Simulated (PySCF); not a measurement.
What builds the second ionisation energy along the 4d series

All values are computed (PySCF 2.14, energy differences of UHF-based or UKS calculations, no spin-orbit coupling). Each column adds one step, in eV (sums use unrounded values): valence MP2, valence CCSD, valence triples, then the next inner shell at CCSD(T) (Zr 4s 4p, Nb 4s 4p, Mo 4s 4p, Tc 4s 4p, Ru 4s 4p, Rh 4s 4p, Pd 4s 4p, Ag 4s 4p, Cd 4s 4p). References (NIST) marked * lie between the lowest fine-structure levels; the others compare directly ((s) semi-empirical, (t) theoretical).

```tsv
element	UHF	+ MP2	+ CCSD	+ (T)	+ inner shell	sum	reference
Zr [Kr] 4d2 5s1 → [Kr] 4d2 (x2c-TZVPPall with one added diffuse shell each of s, p, d, f type, spin-free X2C)	12.284	0.220	0.069	0.004	0.401	12.978	13.13 *
Nb [Kr] 4d4 → [Kr] 4d3 (x2c-TZVPPall with one added diffuse shell each of s, p, d, f type, spin-free X2C)	13.068	0.541	0.077	0.015	0.308	14.009	14.32 (s) *
Mo [Kr] 4d5 → [Kr] 4d4 (x2c-TZVPPall with one added diffuse shell each of s, p, d, f type, spin-free X2C)	15.083	0.664	0.043	0.021	0.199	16.011	16.16 ± 0.12 (s) *
Ru [Kr] 4d7 → [Kr] 4d6 (x2c-TZVPPall with one added diffuse shell each of s, p, d, f type, spin-free X2C)	14.918	1.424	-0.083	0.080	0.051	16.390	16.76 ± 0.06 (s) *
Rh [Kr] 4d8 → [Kr] 4d7 (x2c-TZVPPall with one added diffuse shell each of s, p, d, f type, spin-free X2C)	16.152	1.716	-0.197	0.098	0.044	17.813	18.08 (s) *
Pd [Kr] 4d9 → [Kr] 4d8 (x2c-TZVPPall with one added diffuse shell each of s, p, d, f type, spin-free X2C)	17.433	1.988	-0.314	0.115	0.025	19.247	19.43 ± 0.12 (s) *
Ag [Kr] 4d10 → [Kr] 4d9 (x2c-TZVPPall with one added diffuse shell each of s, p, d, f type, spin-free X2C)	19.710	2.083	-0.403	0.113	-0.074	21.429	21.484 *
Cd [Kr] 4d10 5s1 → [Kr] 4d10 (x2c-TZVPPall with one added diffuse shell each of s, p, d, f type, spin-free X2C)	15.568	1.192	-0.174	0.070	0.090	16.747	16.908
```

Estimate the missing row, Tc [Kr] 4d5 5s1 → [Kr] 4d5 (x2c-TZVPPall with one added diffuse shell each of s, p, d, f type, spin-free X2C).

The calculation gives UHF 14.249; + MP2 0.554; + CCSD 0.023; + (T) 0.022; + inner shell 0.267; sum 15.114. The reference value is 15.26 (s).

What remains against the references is mostly basis incompleteness and, for starred values, spin-orbit coupling.

These are valence bases, so the inner-shell step is incomplete.
